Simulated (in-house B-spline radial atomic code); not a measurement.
Ionising In⁺ with different functionals

Computed with an all-electron radial atomic-structure program (B-spline basis): scalar-relativistic (spin-free X2C) Hamiltonian, Fermi nucleus of rms radius 4.6156 fm, spin-polarised at highest spin, spherical fractional occupations for the functionals, and exact exchange of hybrids averaged over the configuration. The ionisation energy is the difference of two self-consistent energies, [Kr] 4d10 5s2 → [Kr] 4d10 5s1, without Breit or QED terms; ε is the level of the shell that loses the electron (its least bound occupied spin orbital). There is no spin-orbit coupling in this Hamiltonian.

```tsv
method	rung	ΔSCF (eV)	-ε(5s) (eV)
PBE0	global hybrid	18.66	15.73
B3LYP	global hybrid	19.03	15.75
TPSSh	global hybrid	18.60	15.14
BHandHLYP	global hybrid	18.55	16.55
r2SCAN0	global hybrid	18.54	15.92
B97-1	global hybrid	18.89	15.55
HSE06	range-separated hybrid	?	?
wB97X	range-separated hybrid	18.81	18.05
CAM-B3LYP	range-separated hybrid	?	?
LC-wPBE	range-separated hybrid	18.42	18.15
```

(1) What does CAM-B3LYP give?

(2) What does HSE06 give?

(3) Among the functionals, which spreads more, the ΔSCF values or the orbital energies?

(4) How do they compare with the NIST value?

## Answers

(1) ΔSCF 18.93 eV, and -ε(5s) = 17.16 eV.

(2) ΔSCF 18.71 eV, and -ε(5s) = 15.40 eV.

(3) The orbital energies: ΔSCF values span about 0.61 eV and the orbital energies 3.02 eV; here energy differences depend much less on the functional than eigenvalues do.

(4) NIST lists 18.870 eV (measured, ground level to ground level). Errors run from -0.45 to +0.16 eV; B97-1 is closest (+0.02 eV), but part of that can be cancellation, since the calculations leave out Breit-QED terms.
